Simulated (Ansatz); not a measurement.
Isolated molecules relaxed with PBE0-D4/def2-TZVP in Ansatz; ΔE leaves out vibrations. CCSD(T)/CBS adds triple-zeta CCSD(T) − MP2 to the extrapolated MP2 energy (def2 sets, frozen cores). This one scheme is used for every species. DFT in def2-TZVPP. B3LYP here is the variant with VWN-RPA as its local correlation; programs differ in this. Each species was taken in one conformer, which may not be the lowest.

Reaction (ligand exchange at the Si–F bond): `CC[Si]F` + CH₃SH → `CC[Si]SC` + H–F

| level | ΔE (kJ/mol) |
| --- | --- |
| PBE-QIDH | 50.3 |
| r2SCAN | 53.9 |
| B3LYP | 73.4 |
| CCSD(T)/def2-TZVPP | 54.4 |

Question: What does CCSD(T)/CBS give? (Best estimate.)

Answer: Ansatz gave: +51.5 kJ/mol. The listed levels differ from it by -1.2, 2.4, 21.9, 2.9 kJ/mol.

Largest T1 diagnostic among the species: 0.014.

In def2-TZVPP, CCSD(T) changes the Hartree–Fock value by −36.6 kJ/mol (the triples alone add −8.5 kJ/mol) and MP2 by −44.5 kJ/mol. The D4 term adds −16.5 kJ/mol with B3LYP and −9.3 kJ/mol with PBE0; it sums over pairs of atoms, weighted by their polarisabilities, and B3LYP, whose exchange is more repulsive, gets the larger term.
